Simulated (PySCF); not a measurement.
Simulation results for BFHO

Computed with PySCF 2.14.0. Calculation on a computer-drawn molecule: vertical ionisation energy to the stated ion spin, frozen-core CCSD(T) at the basis limit and cheaper methods, single-reference cases, UHF for radicals, no spin-orbit; all values are single points at the evaluated structure, the first of each entry, which is the reference or a displaced copy of it and isn't optimised; the reference structure only sets the zero of the energies above reference; triples share is (T) over the correlation energy.

Common to all runs: charge 1; multiplicity 1; ion multiplicity 2; diffuse functions no; basis cc-pVnZ; reference is the Hartree-Fock double-zeta minimum; best is HF at quadruple zeta + MP2 correlation extrapolated from triple and quadruple zeta + CCSD(T) minus MP2 at triple zeta; basis step is the size of the change from the same recipe one zeta lower.

```yaml
- entry: 1
  formula: BFHO
  evaluated_structure:
    atoms_angstrom:
      - [O, -2.9685, 0.9408, -0.6114]
      - [B, -2.7576, 0.5717, 0.5807]
      - [F, -2.5632, 0.198, 1.6982]
      - [H, -2.5706, 1.2405, -1.3062]
  reference_structure:
    atoms_angstrom:
      - [O, -2.9963, 0.9619, -0.5881]
      - [B, -2.7413, 0.5668, 0.5527]
      - [F, -2.5755, 0.1635, 1.7067]
      - [H, -2.5032, 1.2542, -1.357]
  given:
    drawn_bonds_atom: [1, 2, 1]
    drawn_bonds_other_atom: [2, 3, 4]
    drawn_bonds_order: [1, 1, 1]
  results:
    "ionisation_energy_best [eV]": 23.19
    "ionisation_energy_basis_step [eV]": 0.03799
    "energy_above_reference_best [kcal/mol]": 11.47
    "energy_above_reference_basis_step [kcal/mol]": 0.5279
    triple_zeta_method: [HF, PBE, r2SCAN, B3LYP, wB97X, MP2, CCSD, "CCSD(T)"]
    "triple_zeta_ionisation_energy [eV]": [21.57, 22.82, 22.83, 23.04, 23.03, 23.24, 22.97, 23.03]
    "triple_zeta_energy_above_reference [kcal/mol]": [9.486, 13.03, 11.93, 12.06, 11.69, 12.09, 11.59, 11.92]
    "ionisation_energy_Koopmans_at_triple_zeta [eV]": 24.21
    "ionisation_energy_EOM_CCSD_at_triple_zeta [eV]": 23.06
    "total_energy_HF_triple_zeta [hartree]": -199.4196
    "total_energy_CCSD(T)_triple_zeta [hartree]": -199.9922
    "total_energy_best [hartree]": -200.0893
    T1_diagnostic_at_triple_zeta: 0.01396
    D1_diagnostic_at_triple_zeta: 0.03761
    ion_T1_diagnostic_at_triple_zeta: 0.0246
    ion_D1_diagnostic_at_triple_zeta: 0.1139
    ion_spin_squared_at_triple_zeta: 0.7564
    triples_share_at_triple_zeta: 0.03211
    basis_functions_triple_zeta: 104
- entry: 2
  formula: BFHO
  evaluated_structure:
    atoms_angstrom:
      - [O, -2.9685, 0.9408, -0.6114]
      - [B, -2.7576, 0.5717, 0.5807]
      - [F, -2.5632, 0.198, 1.6982]
      - [H, -2.5687, 1.2419, -1.3095]
  reference_structure:
    atoms_angstrom:
      - [O, -2.9963, 0.9619, -0.5881]
      - [B, -2.7413, 0.5668, 0.5527]
      - [F, -2.5755, 0.1635, 1.7067]
      - [H, -2.5032, 1.2542, -1.357]
  given:
    drawn_bonds_atom: [1, 2, 1]
    drawn_bonds_other_atom: [2, 3, 4]
    drawn_bonds_order: [1, 1, 1]
  results:
    "ionisation_energy_best [eV]": 23.18
    "ionisation_energy_basis_step [eV]": 0.03791
    "energy_above_reference_best [kcal/mol]": 10.73
    "energy_above_reference_basis_step [kcal/mol]": 0.5119
    triple_zeta_method: [HF, PBE, r2SCAN, B3LYP, wB97X, MP2, CCSD, "CCSD(T)"]
    "triple_zeta_ionisation_energy [eV]": [21.55, 22.81, 22.82, 23.03, 23.01, 23.23, 22.96, 23.02]
    "triple_zeta_energy_above_reference [kcal/mol]": [8.796, 12.23, 11.16, 11.29, 10.93, 11.32, 10.84, 11.15]
    "ionisation_energy_Koopmans_at_triple_zeta [eV]": 24.2
    "ionisation_energy_EOM_CCSD_at_triple_zeta [eV]": 23.04
    "total_energy_HF_triple_zeta [hartree]": -199.4207
    "total_energy_CCSD(T)_triple_zeta [hartree]": -199.9934
    "total_energy_best [hartree]": -200.0905
    T1_diagnostic_at_triple_zeta: 0.01396
    D1_diagnostic_at_triple_zeta: 0.03761
    ion_T1_diagnostic_at_triple_zeta: 0.02457
    ion_D1_diagnostic_at_triple_zeta: 0.1137
    ion_spin_squared_at_triple_zeta: 0.7564
    triples_share_at_triple_zeta: 0.03213
    basis_functions_triple_zeta: 104
- entry: 3
  formula: BFHO
  evaluated_structure:
    atoms_angstrom:
      - [O, -2.9685, 0.9408, -0.6114]
      - [B, -2.7576, 0.5717, 0.5807]
      - [F, -2.5632, 0.198, 1.6982]
      - [H, -2.5631, 1.2461, -1.3192]
  reference_structure:
    atoms_angstrom:
      - [O, -2.9963, 0.9619, -0.5881]
      - [B, -2.7413, 0.5668, 0.5527]
      - [F, -2.5755, 0.1635, 1.7067]
      - [H, -2.5032, 1.2542, -1.357]
  given:
    drawn_bonds_atom: [1, 2, 1]
    drawn_bonds_other_atom: [2, 3, 4]
    drawn_bonds_order: [1, 1, 1]
  results:
    "ionisation_energy_best [eV]": 23.14
    "ionisation_energy_basis_step [eV]": 0.03769
    "energy_above_reference_best [kcal/mol]": 8.71
    "energy_above_reference_basis_step [kcal/mol]": 0.4652
    triple_zeta_method: [HF, PBE, r2SCAN, B3LYP, wB97X, MP2, CCSD, "CCSD(T)"]
    "triple_zeta_ionisation_energy [eV]": [21.52, 22.78, 22.78, 23.0, 22.98, 23.2, 22.93, 22.98]
    "triple_zeta_energy_above_reference [kcal/mol]": [6.955, 10.05, 9.101, 9.202, 8.883, 9.236, 8.804, 9.089]
    "ionisation_energy_Koopmans_at_triple_zeta [eV]": 24.17
    "ionisation_energy_EOM_CCSD_at_triple_zeta [eV]": 23.01
    "total_energy_HF_triple_zeta [hartree]": -199.4237
    "total_energy_CCSD(T)_triple_zeta [hartree]": -199.9967
    "total_energy_best [hartree]": -200.0937
    T1_diagnostic_at_triple_zeta: 0.01398
    D1_diagnostic_at_triple_zeta: 0.03761
    ion_T1_diagnostic_at_triple_zeta: 0.02449
    ion_D1_diagnostic_at_triple_zeta: 0.1131
    ion_spin_squared_at_triple_zeta: 0.7565
    triples_share_at_triple_zeta: 0.03219
    basis_functions_triple_zeta: 104
```
